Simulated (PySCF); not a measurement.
Dipole response of Co (cobalt, neutral)

[Ar] 3d7 4s2, high-spin 4F determinant. Calculation: PySCF 2.14, in x2c-QZVPPall with one added diffuse shell each of s, p, d, f, g type (12s8p6d5f3g, 128 functions); the spin-free X2C one-electron Hamiltonian (Gaussian nucleus). Coupled (time-dependent) response in atomic units; α is the mean over directions.

```json
{"method": "UHF", "mean α (bohr³)": "70.44", "C₆ (like pair)": "642.0", "S(−4)": "3265"}
{"method": "PBE", "mean α (bohr³)": "53.00", "C₆ (like pair)": "447.7", "S(−4)": "1469"}
```

S(−4) is the Cauchy moment in α(ω) = α(0) + S(−4) ω² + …

Reference α: 55 ± 4 bohr³ (recommended; Schwerdtfeger and Nagle, table of static dipole polarizabilities (2023 update)). Published C₆: 408.0 (Chu and Dalgarno (2004); Tang, Norbeck and Certain (1976)).

Hartree-Fock lies above the reference because it lacks correlation, which contracts the outer shell.

α(iu) at UHF:

```json
{"u (hartree)": "0", "α(iu) (bohr³)": "70.44"}
{"u (hartree)": "0.0500", "α(iu) (bohr³)": "63.73"}
{"u (hartree)": "0.100", "α(iu) (bohr³)": "50.91"}
{"u (hartree)": "0.200", "α(iu) (bohr³)": "29.65"}
{"u (hartree)": "0.300", "α(iu) (bohr³)": "18.42"}
{"u (hartree)": "0.500", "α(iu) (bohr³)": "9.276"}
{"u (hartree)": "0.750", "α(iu) (bohr³)": "5.327"}
{"u (hartree)": "1.00", "α(iu) (bohr³)": "3.633"}
{"u (hartree)": "1.50", "α(iu) (bohr³)": "2.153"}
{"u (hartree)": "2.00", "α(iu) (bohr³)": "1.488"}
{"u (hartree)": "3.00", "α(iu) (bohr³)": "0.8671"}
{"u (hartree)": "5.00", "α(iu) (bohr³)": "0.4130"}
```

A single London oscillator, α(iu) = α/(1 + u²/ω²), gives C₆ = (3/4) ω α². Matching the computed C₆ needs ω = 4 × 642.0 / (3 × 70.44²) = 0.173 hartree.
